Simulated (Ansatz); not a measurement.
Geometry optimisation, Ansatz 0.2.0, RKS B3LYP-D4/def2-SVP.

Input:

```yaml
crystal:
  periodic: [false, false, false]
  atoms:
    - { symbol: "N", position_ang: [-1.3061, 1.6895, -0.317] }
    - { symbol: Sn, position_ang: [0.005, 0.1878, -0.3393] }
    - { symbol: Si, position_ang: [1.9166, 0.7763, 1.1326] }
    - { symbol: Si, position_ang: [-1.0165, -1.8915, 0.5079] }
    - { symbol: S, position_ang: [0.7963, -0.1809, -2.6096] }
    - { symbol: H, position_ang: [-2.1103, 1.4845, -1.0004] }
    - { symbol: H, position_ang: [-0.8418, 2.566, -0.7331] }
    - { symbol: H, position_ang: [2.9589, -0.3121, 1.1278] }
    - { symbol: H, position_ang: [1.4694, 1.0067, 2.5603] }
    - { symbol: H, position_ang: [2.5929, 2.003, 0.6746] }
    - { symbol: H, position_ang: [-2.2349, -2.2443, -0.3382] }
    - { symbol: H, position_ang: [-1.5512, -1.6698, 1.9] }
    - { symbol: H, position_ang: [-0.163, -2.9747, 0.4892] }
    - { symbol: H, position_ang: [-0.5283, -0.4696, -3.026] }
basis:
  gaussian: { orbitals: def2-SVP }
hamiltonian:
  xc: b3lyp
  dispersion: d4
relax:
  f_tol: 0.015
  max_steps: 40
```

Command:

```bash
$ ansatz run input.yaml --threads 2 --pin off --max-ram 3072MiB --backend cpu --events-out ev --progress --plain --runs-dir out
```

Problem. Where does it end, and by what steps?

Solution. The run converged. After 8 steps the energy has fallen by 0.564 eV; H14 moved furthest, 0.44 Å.

```tsv
step	energy less start (eV)	largest force component (eV/Å)	accepted
0	0.0000	2.981	yes
1	-0.4939	0.784	yes
2	-0.5436	0.222	yes
3	-0.5460	0.199	yes
4	-0.5591	0.059	yes
5	-0.5618	0.022	yes
6	-0.5633	0.053	yes
7	-0.5635	0.018	yes
8	-0.5638	0.011	yes
```

```xyz
14
Properties=species:S:1:pos:R:3
N -1.342 1.728 -0.215
Sn 0.019 0.175 -0.290
Si 2.071 0.898 1.103
Si -1.246 -1.956 0.453
S 0.913 -0.213 -2.567
H -2.189 1.539 -0.753
H -0.955 2.602 -0.574
H 3.099 -0.181 1.065
H 1.661 1.136 2.518
H 2.653 2.152 0.542
H -2.362 -2.233 -0.499
H -1.807 -1.783 1.824
H -0.304 -3.111 0.446
H -0.227 -0.784 -3.024
```

Whether the end is a true minimum wasn't checked by a vibrational analysis.

The run took 58 s on 2 threads of Arm Neoverse V2 (shared host), peak memory 0.4 GiB.
